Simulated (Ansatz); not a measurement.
`N#[C][SnH2][F]` + H₂S → `[F][SnH2][SH]` + `C#N` at 500 K and 1 bar (ligand exchange at the Sn–C bond).

Program: Ansatz. Geometries: PBE0-D4/def2-TZVP. ΔE: electronic, gas phase. CCSD(T)/CBS is the MP2 limit (def2-TZVPP, def2-QZVPP) plus CCSD(T) − MP2 in def2-TZVPP, frozen cores. This one scheme is used for every species. Elements past krypton have def2 core potentials. For Sn outer-core shells are correlated without core-valence functions, which leaves a few kJ/mol of doubt a bond. One conformer a species, not always the lowest.

```json
{"species": "`N#[C][SnH2][F]`", "CCSD(T)/CBS energy (Eh)": "-407.77206", "H − E (kJ/mol)": "98.0", "S (J/(mol·K))": "372.8"}
{"species": "H₂S", "CCSD(T)/CBS energy (Eh)": "-398.97279", "H − E (kJ/mol)": "57.0", "S (J/(mol·K))": "224.0"}
{"species": "`[F][SnH2][SH]`", "CCSD(T)/CBS energy (Eh)": "-713.44162", "H − E (kJ/mol)": "100.7", "S (J/(mol·K))": "369.2"}
{"species": "`C#N`", "CCSD(T)/CBS energy (Eh)": "-93.32098", "H − E (kJ/mol)": "60.1", "S (J/(mol·K))": "220.8"}
```

H − E and S are ideal-gas, rigid-rotor, harmonic terms from PBE0-D4/def2-TZVP, for one conformer and one mirror image of each species. 1 Eh = 2625.50 kJ/mol, R = 8.31446 J/(mol·K).

**Question.** By hand: ΔE, ΔH, ΔS and ΔG.

**Answer.** ΔE = (-713.44162) + (-93.32098) − (-407.77206) − (-398.97279) = -0.01775 Eh = -46.6 kJ/mol. Δ(H − E) = 100.7 + 60.1 − 98.0 − 57.0 = 5.8, so ΔH = -40.8 kJ/mol. ΔS = 369.2 + 220.8 − 372.8 − 224.0 = -6.8 J/(mol·K). ΔG = -40.8 − 500 × (-6.8)/1000 = -37.4 kJ/mol.

**Question.** By hand: the equilibrium constant, and the temperature at which ΔG would vanish if ΔH and ΔS stayed fixed.

**Answer.** log₁₀ K = −ΔG/(RT ln 10) = 3.9. ΔG = 0 at ΔH/ΔS = 6000 K, far beyond where these terms or the molecules hold.

The number of gas molecules stays the same, so ΔS is small and ΔH decides. A doubt of 5 kJ/mol in ΔE shifts log₁₀ K by 0.5 here. Other conformers and mirror images would add mixing entropy, several J/(mol·K) or more a flexible species. These are equilibria of isolated gas molecules and say nothing of rates. Largest T1 diagnostic: 0.014 (customary marks: 0.02 for closed shells, 0.045 for open ones).
